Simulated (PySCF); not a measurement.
These compounds are isomers of formula C6H7F3Si.

A. SMILES CC1=C[SiH2]C(C(F)(F)F)=C1
B. SMILES C1=C(CC(F)(F)F)C=C[SiH2]1
C. `C[Si@H]1C=CC(C(F)(F)F)=C1`
D. SMILES CC1=C(C(F)(F)F)C=C[SiH2]1

Spectrum 1. 1H NMR (300 MHz, computed): δ 7.26 (d, 1H), 6.46 (m, 1H), 6.23 (t, 1H), 4.70 (m, 2H), 2.84 (m, 2H). 13C{1H} NMR (computed): δ 160.6 (CH), 160.4 (C), 135.9 (CH), 135.7 (CH), 130.2 (C), 43.5 (CH2).

Spectrum 2. 1H NMR (300 MHz, computed): δ 7.23 (m, 1H), 6.78 (m, 1H), 6.52 (m, 1H), 4.83 (m, 1H), 0.41 (d, 3H). 13C{1H} NMR (computed): δ 158.0 (C), 153.4 (CH), 140.5 (CH), 138.1 (CH), 126.6 (C), -7.0 (CH3).

Spectrum 3. 1H NMR (300 MHz, computed): δ 7.19 (m, 1H), 6.12 (t, 1H), 4.79 (m, 2H), 2.18 (s, 3H). 13C{1H} NMR (computed): δ 166.6 (C), 159.1 (CH), 140.3 (C), 131.0 (CH), 129.4 (C), 24.8 (CH3).

Spectrum 4. 1H NMR (300 MHz, computed): δ 7.24 (m, 1H), 6.19 (m, 1H), 4.68 (m, 2H), 2.29 (s, 3H). 13C{1H} NMR (computed): δ 158.2 (CH), 152.6 (C), 148.6 (C), 129.3 (CH), 128.5 (C), 15.8 (CH3).

PySCF 2.14 calculation with GIAO PBE0/pcSseg-1 shieldings and PBE0-D3(BJ)/def2-SVP structure; no solvent model, fast rotation and ring inversion assumed for equivalent nuclei, no relativistic terms, one computed conformer.

Chemical shifts δ = σref − σ; 1H (σref 31.27), 13C (σref 184.41) vs TMS, all at this level. Splittings of carbon signals by F and P are missing where no couplings were computed. Where no couplings were computed, multiplicities follow the n + 1 count of equivalent neighbours, and m marks all less simple cases (inequivalent or close neighbours, rings, F or P nearby). Shifts are as computed. Against solution values, carbons near 30 ppm lie about +2 ppm off and those near 130 ppm about +5 ppm. Of 1309 compounds with measured shifts, 239 miss one by over three times the rms of a fit or turn the order of signals round; such compounds aren't used in these exercises.

**Question.** Match each spectrum to its structure.

**Answer.** 1–B, 2–C, 3–A, 4–D.

- Spectrum 1 (B): 6 13C signals; δC 160.6 is an alkene CH; δC 160.4 is a fully substituted alkene carbon.
- Spectrum 2 (C): 6 13C signals; δC 158.0 is a fully substituted alkene carbon; δC 153.4 is an alkene CH.
- Spectrum 3 (A): 6 13C signals; δC 159.1 is an alkene CH; δC 140.3 is a fully substituted alkene carbon.
- Spectrum 4 (D): 6 13C signals; δC 158.2 is an alkene CH; δC 152.6 is a fully substituted alkene carbon.
